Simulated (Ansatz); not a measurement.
System: sum formula WO2Cl, net charge 1, singlet state. SMILES: [Cl][W+](=[O])=[O]
Geometry: optimised at B3LYP-D3(BJ)/def2-TZVP (Ansatz, a quantum-chemistry and plane-wave program).

Parts of the frozen-core correlation energy in def2-TZVPP (Ansatz, hartree). Frozen orbitals: 11; correlated occupied orbitals by spin: 12 and 12; virtual: 137 and 137. No spin-orbit coupling. Past Kr the def2 sets carry scalar-relativistic core potentials. The restricted reference is unstable.

```json
[
 {"term": "reference (HF)", "value": "-675.43792"},
 {"term": "MP2 opposite-spin", "value": "-0.67946"},
 {"term": "MP2 same-spin", "value": "-0.27520"},
 {"term": "CCSD correlation", "value": "-0.88805"},
 {"term": "(T)", "value": "-0.06365"},
 {"term": "T1 diagnostic", "value": "0.030"},
 {"term": "largest doubles amplitude", "value": "0.055"}
]
```
